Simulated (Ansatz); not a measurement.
Calculated with Ansatz (gas phase, PBE0-D4/def2-TZVP geometries, no zero-point term in ΔE). CCSD(T)/CBS is the MP2 limit (def2-TZVPP, def2-QZVPP) plus CCSD(T) − MP2 in def2-TZVPP, frozen cores. This one scheme is used for every species. Functionals use def2-TZVPP. Each species was taken in one conformer, which may not be the lowest.

Reaction (hydrogenolysis of the Si–C bond): `O=C[Si](F)(F)[SiH3]` + H₂ → `F[SiH](F)[SiH3]` + `C=O`

```csv
level,ΔE (kJ/mol),difference from CCSD(T)/CBS
PBE-D4,-27.2,8.1
ωB97X-V,-35.7,-0.4
PBE0,-40.4,-5.1
HF/def2-TZVPP,-62.2,-26.9
MP2/def2-TZVPP,-35.7,-0.4
CCSD(T)/def2-TZVPP,-37.7,-2.4
HF/def2-QZVPP,-62.6,-27.3
MP2/def2-QZVPP,-34.4,0.9
SCS-MP2/def2-QZVPP,-39.4,-4.1
HF/CBS(def2),-62.7,-27.4
CCSD(T)/CBS,-35.3,0
```

Largest T1 diagnostic among the species: 0.015.

From PBE to PBE0 (25 % exact exchange), in def2-TZVPP and without D4, ΔE moves by −6.6 kJ/mol. In def2-TZVPP, CCSD(T) changes the Hartree–Fock value by +24.5 kJ/mol (the triples alone add +5.3 kJ/mol) and MP2 by +26.6 kJ/mol. The D4 term adds +10.6 kJ/mol with B3LYP and +5.9 kJ/mol with PBE0; it sums over pairs of atoms, weighted by their polarisabilities, and B3LYP, whose exchange is more repulsive, gets the larger term.

B3LYP here is the variant with VWN-RPA as its local correlation; programs differ in this.
